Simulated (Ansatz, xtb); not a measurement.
C2H7BN2S: which of two isomers lies lower

Structure I: `C=CSB(N)N`, a singlet. Structure II: `CC(=S)NBN`, a singlet. Both are isolated molecules in the gas phase, relaxed with B3LYP-D3(BJ)/def2-SVP; each stands in its lowest conformer found.

Quicker runs give these differences E(II) − E(I): GFN2-xTB −0.843 eV; HF/STO-3G +0.286 eV (at GFN2-xTB geometries); r2SCAN-D4/def2-SVP −0.050 eV (at GFN2-xTB geometries).

Question: Estimate which is lower in electronic energy at CCSD(T)/def2-SVP + ΔMP2/def2-TZVPP, and by roughly how much.

Answer: Not settled: CCSD(T)/def2-SVP + ΔMP2/def2-TZVPP gives E(II) − E(I) = +0.183 eV, but this leans on the basis-set step: CCSD(T) alone gives +0.012 eV.

Level by level:

```tsv
level	geometry	E(II) − E(I) (eV)	departure from the last row (eV)	job, with rough time for the two
GFN2-xTB	GFN2-xTB	−0.843	−1.027	optimisation, 0.82 s
HF/STO-3G	GFN2-xTB	+0.286	+0.103	single point, 0.78 s
r2SCAN-D4/def2-SVP	GFN2-xTB	−0.050	−0.233	single point, 4.8 s
B3LYP-D3(BJ)/def2-SVP	B3LYP-D3(BJ)/def2-SVP	−0.069	−0.253	optimisation, 59 s
HF/def2-SVP	B3LYP-D3(BJ)/def2-SVP	+0.127	−0.057	part of the CCSD(T) run
MP2/def2-SVP	B3LYP-D3(BJ)/def2-SVP	+0.004	−0.180	part of the CCSD(T) run
CCSD(T)/def2-SVP	B3LYP-D3(BJ)/def2-SVP	+0.012	−0.171	single point
CCSD(T)/def2-SVP + ΔMP2/def2-TZVPP	B3LYP-D3(BJ)/def2-SVP	+0.183		single point, 62 s
```

As drawn, II has 1 C–C, 1 C=S, 1 C–N, 1 B–H in place of 1 C=C, 1 C–S, 1 B–S, 1 N–H.

GFN2-xTB, r2SCAN-D4/def2-SVP, B3LYP-D3(BJ)/def2-SVP put the two in the other order. MP2/def2-SVP, CCSD(T)/def2-SVP find them nearly level. The largest departure from CCSD(T)/def2-SVP + ΔMP2/def2-TZVPP is that of GFN2-xTB, 1.027 eV. The last row adds to CCSD(T) the change of the MP2 difference between the two basis sets, here +0.171 eV, a large step that makes the value less sure.

With thermal terms from frequencies at re-optimised GFN2-xTB minima (ideal gas, soft modes damped towards free rotors, one conformer each, 298.15 K, 1 atm): on the last row, ΔE + ΔZPE = +0.218, ΔH = +0.196, ΔG = +0.232 eV.

The correlated steps freeze 10 core orbitals. Run with Ansatz 0.2.0, xtb 6.7.1; the last row on 2 threads of Intel(R) Xeon(R) Processor @ 2.70GHz on a shared host.
